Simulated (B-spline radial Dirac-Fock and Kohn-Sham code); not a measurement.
# Relative photoemission cross sections at Cr Kα (5414.7 eV): 3d3/2, 3d5/2, Sn to Ta

Level of theory: independent-particle photoionisation in a Dirac-Hartree-Slater potential with a Latter tail, all multipoles, thresholds from Dirac-Fock ΔSCF; a radial atomic solver. Cross sections are relative to C 1s, computed as 0.2777 kb at this energy; β is from the dipole term. Free atoms in their tabulated ground configurations, whose changes along a row show as steps; without correlation, outer binding energies come out low.

```csv
Z,element,σ 3d3/2,σ 3d5/2,β 3d5/2,binding 3d5/2 (eV)
50,Sn,7.97,11.1,0.94,493.2
54,Xe,13.2,18.3,1.01,676.5
56,Ba,16.6,23.0,1.04,789.6
57,La,18.5,25.6,1.05,846.3
58,Ce,20.6,28.5,1.07,894.1
59,Pr,22.9,31.7,1.08,933.5
60,Nd,25.4,35.1,1.09,982.9
61,Pm,28.1,38.7,1.11,1033.1
62,Sm,30.9,42.6,1.12,1084.2
63,Eu,34.0,46.8,1.13,1136.3
64,Gd,37.3,51.2,1.14,1198.6
65,Tb,40.8,56.0,1.15,1243.1
66,Dy,44.6,61.1,1.16,1298.0
67,Ho,48.6,66.5,1.17,1353.8
68,Er,52.8,72.2,1.18,1410.6
69,Tm,57.3,78.3,1.19,1468.4
70,Yb,62.1,84.7,1.20,1527.2
71,Lu,67.2,91.5,1.20,1596.9
72,Hf,72.5,98.6,1.21,1668.4
73,Ta,78.1,106,1.21,1741.6
```
